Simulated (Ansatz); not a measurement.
Start from `C=C[SiH](C)S` and change one atom or group to get `C[SiH](S)CO`.

Ansatz, PBE0-D4/def2-TZVP geometries, multiplicity 1. Each molecule was computed in one conformer, which needn't be the lowest.

```
                                        property  `C=C[SiH](C)S`
           LUMO energy (ωB97M-V/def2-TZVPP) / eV            1.44
           HOMO energy (ωB97M-V/def2-TZVPP) / eV           -9.40
size of the dipole moment (B3LYP/def2-TZVPP) / D            1.50
  size of the dipole moment (PBE/def2-TZVPP) / D            1.43
             HOMO energy (B3LYP/def2-TZVPP) / eV           -6.96
         HOMO–LUMO gap (ωB97M-V/def2-TZVPP) / eV           10.84
```

Question: Give the same properties after the change, and the shifts. (An estimate is asked.)

Answer: Computed: 
```csv
property,`C[SiH](S)CO`,shift
LUMO energy (ωB97M-V/def2-TZVPP) / eV,2.03,0.59
HOMO energy (ωB97M-V/def2-TZVPP) / eV,-9.64,-0.24
size of the dipole moment (B3LYP/def2-TZVPP) / D,2.58,1.08
size of the dipole moment (PBE/def2-TZVPP) / D,2.49,1.06
HOMO energy (B3LYP/def2-TZVPP) / eV,-7.15,-0.19
HOMO–LUMO gap (ωB97M-V/def2-TZVPP) / eV,11.67,0.83
```

With PBE0 the HOMO falls by 0.17 eV and the LUMO rises by 0.99 eV, so the gap widens by about 1.16 eV. PBE moves the HOMO by 0.07 eV and ωB97M-V by -0.24 eV. Dipoles are sizes alone; their direction can turn.

B3LYP here is the variant with VWN-RPA as its local correlation; programs differ in this.
